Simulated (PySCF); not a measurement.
CrO2F2 (singlet state).
Structure used (PBE0-D3(BJ)/def2-SVP), in Å, numbered top down from 1:
```xyz
5
CrF2O2 angstrom
Cr     0.0202    0.0000    0.0163
O      0.0609   -0.0104    1.5408
O      1.4545    0.0051   -0.4983
F     -0.7695    1.3880   -0.5204
F     -0.7661   -1.3828   -0.5384
```

Computed with delta-SCF UKS SCAN, pcX-2 on the ionised atom (unc-x2c-TZVPall on a metal), pcseg-1 elsewhere, spin-free X2C in PySCF 2.14.0. Vertical ΔSCF values, vacuum level as zero.

One binding energy is withheld.

```
atom(s)    bonded to     level  binding energy (eV)
  O2/O3           Cr      O 1s               539.99
  F4/F5           Cr      F 1s               693.07
    Cr1  2 F and 2 O  Cr 2p3/2                    ?
```

Q: Fill in Cr 2p3/2 for Cr1.

A: 588.39 eV (chromium bonded to 2 F and 2 O), with 2p1/2 at 597.00 eV.

Q: Which photon wavelength matches the O 1s of O2 (atom 2)/O3 threshold?

A: λ = hc/E = 12398.42 eV Å / 539.99 eV = 22.960 Å.

The first atom of each set that the bonding makes equivalent was ionised and stands for the set. The unrestricted hole states depart most from a pure doublet (⟨S²⟩ = 0.75; over 0.85 named) for Cr 2p3/2 of Cr1 (0.97), which makes this value less certain. Spin–orbit and ligand-field terms were added within each 2p shell after the spin-free SCF. 2p1/2 minus 2p3/2 (ligand field included): Cr 8.61 eV. Satellites of the metal's 2p lines aren't described. Geometry: PBE0-D3(BJ)/def2-SVP; no solvent, vibrations or thermal averaging. Metal 2p energies of this one-determinant scheme are less reliable than its 1s energies.
